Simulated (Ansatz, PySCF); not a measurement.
H$_{4}$SeSiTe (SMILES [SiH3][Te][SeH]), singlet, geometry from GFN2-xTB (all electrons, no relativity). Base run: PySCF with CASSCF(6,5)/STO-3G.

Input for PySCF:
```python
from pyscf import gto, scf, mcscf
import numpy

mol = gto.Mole()
mol.atom = '''
    Te    0.179110   -0.454648    0.763593
    Se    0.578942    1.426623   -0.845793
    H    -0.230361    2.431840   -0.198393
    Si   -1.633283   -1.566266   -0.593246
    H    -1.116362   -2.041886   -1.871646
    H    -2.742326   -0.646582   -0.823928
    H    -2.042749   -2.679150    0.249564
'''
mol.basis = 'sto-3g'
mol.charge = 0
mol.spin = 0
mol.verbose = 3
mol.build()

mf = scf.RHF(mol)
mf.kernel()
mc = mcscf.CASSCF(mf, 5, 6)
mc.fix_spin_(ss=0.0)
mc.kernel()
occ = numpy.linalg.eigvalsh(mc.fcisolver.make_rdm1(mc.ci, mc.ncas, mc.nelecas))[::-1]
ss = mc.fcisolver.spin_square(mc.ci, mc.ncas, mc.nelecas)[0]
print('natural occupations', occ.round(4), ' <S^2>', round(ss, 4))
```

Programs used: Ansatz (a program for electronic structure), PySCF; a row that names a program was run with it.

The base run was repeated with changes; each row names its change, and settings that it needs were set with it.

```
change                                            ΔE vs base (kcal/mol)                      natural occupations  <S^2> of the state        outcome
------------------------------------------------  ---------------------  ---------------------------------------  ------------------  -------------
base                                                              0.000                 2.00 1.98 1.96 0.04 0.02                0.00      converged
solver = newton                                                   0.000                 2.00 1.98 1.96 0.04 0.02                0.00      converged
orbitals = fixed (CASCI)                                          10.47                 2.00 2.00 1.98 0.02 0.00                0.00      converged
active space = 8 electrons, 8 orbitals                           -12.03  2.00 1.98 1.97 1.96 0.04 0.03 0.02 0.00                0.00      converged
active space = 6 electrons, 4 orbitals                             6.67                      2.00 2.00 1.97 0.04                0.00      converged
orbitals = fixed (CASCI); correction = SC-NEVPT2                 -32.95                 2.00 2.00 1.98 0.02 0.00                0.00      converged
active space = 4 electrons, 5 orbitals                             1.31                 1.98 1.96 0.04 0.02 0.00                0.00      converged
start = MP2 natural orbitals                                          -                                        -                   -  not converged
state_average = 2 states                                           7.04                                        -                   -      converged
fix_spin_ = off                                                   0.000                 2.00 1.98 1.96 0.04 0.02                0.00      converged
code = ansatz                                                     0.006                                        -                   -      converged
```

Active orbitals are taken around the Fermi level unless the row says otherwise; CASSCF can end in different local minima, and two programs can end on different orbitals. State-averaged rows give the lowest state.
